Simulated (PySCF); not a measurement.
# C₆ coefficients of unlike pairs at UHF

Calculated with PySCF 2.14 from the dipole response of each species, C₆(A,B) = (3/π) ∫ α_A(iu) α_B(iu) du, in atomic units, from isotropic polarisabilities. For ions this is the dispersion term alone; charge-induced terms of lower order in 1/R come first.

```json
{"species": "Rh²⁺", "configuration": "[Kr] 4d7 (4F)", "basis": "def2-QZVPPD with the def2 core potential (28 electrons) (7s5p4d4f2g)", "relativity": "core potential", "α (bohr³)": "6.550", "C₆ (like pair)": "34.19"}
{"species": "O", "configuration": "[He] 2s2 2p4 (3P)", "basis": "aug-cc-pVTZ with one added diffuse shell each of s, p, d, f type (6s5p4d3f)", "relativity": "none", "α (bohr³)": "4.781", "C₆ (like pair)": "13.92"}
{"species": "S", "configuration": "[Ne] 3s2 3p4 (3P)", "basis": "aug-cc-pVDZ-DK (5s4p2d)", "relativity": "spin-free X2C", "α (bohr³)": "17.74", "C₆ (like pair)": "122.6"}
{"species": "Nb", "configuration": "[Kr] 4d4 5s1 (6D)", "basis": "aug-cc-pVTZ-PP with ECP28MDF (6s6p5d3f2g)", "relativity": "core potential", "α (bohr³)": "131.8", "C₆ (like pair)": "1601"}
```

Task: Estimate C₆ for Nb with Rh²⁺.

Result: The integral gives 162.9. The combination rule 2 C_A C_B / (C_A α_B/α_A + C_B α_A/α_B) gives 142.6 and the geometric mean 233.9.

No spin-orbit coupling is included.

The other pairs:

| pair | C₆ |
| --- | --- |
| Nb, O | 112.7 |
| O, Rh²⁺ | 21.61 |
| S, O | 40.09 |
| Nb, S | 375.1 |
| S, Rh²⁺ | 60.27 |
